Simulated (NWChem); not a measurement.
System: AgF; SMILES [F][Ag]

```xyz
2

Ag     0.0000     0.0000    -0.3242
F      0.0000     0.0000     1.6617
```
Atoms are numbered in this order, from 1.

Structure relaxed at the PBE0-D3(BJ)/def2-TZVP level. def2 effective core potentials on Ag; no spin-orbit coupling.

Task: List the 4 lowest vertical singlet excitations from Hartree-Fock/def2-SVPD with def2 effective core potentials on Ag, CIS (NWChem).

Result: 
```tsv
state	energy (eV)	oscillator strength	leading excitation (squared amplitude)
S1	4.75	0.001	HOMO → LUMO (0.72)
S2	5.44	0.019	HOMO−1 → LUMO (0.54)
S3	5.44	0.019	HOMO−2 → LUMO (0.54)
S4	7.81	0.007	HOMO−5 → LUMO (0.50)
```
